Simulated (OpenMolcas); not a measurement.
Cu2+ (d9) among equal point charges was computed by CASSCF with the d shell active (OpenMolcas, ANO-RCC-VDZP on the metal). Its lowest spin-free states, and all those of the highest spin:

| 2S+1 | Degeneracy | E (cm-1) |
| --- | --- | --- |
| 2 | 2 | 0.0 |
| 2 | 3 | 2929 |

Is the site octahedral, tetrahedral or cube-like, axial, or of lower symmetry?

The states with 2S+1 = 2 have orbital degeneracies 2, 3. Threefold states need a cubic site. For d9 at this spin an octahedron puts the twofold E below the threefold T2 and a tetrahedron or cube puts the threefold T2 below the twofold E, so the site is octahedral. The first gap at this spin, 2930 cm-1, is |10Dq| in ligand-field theory. The run had Cu2+ among 6 point charges of -2.2 e arranged as an octahedron (Oh), 2.14 Å from the ion.

An orbital doublet at a regular site is open to a Jahn-Teller distortion, which this geometry leaves out. The ground term spreads over less than 5000 cm-1, several times less than with real ligands, so orbital moments are less quenched and χT lies further from the spin-only value than at real sites. This is an electrostatic model: the charges have no orbitals. No measured value stands beside these numbers.
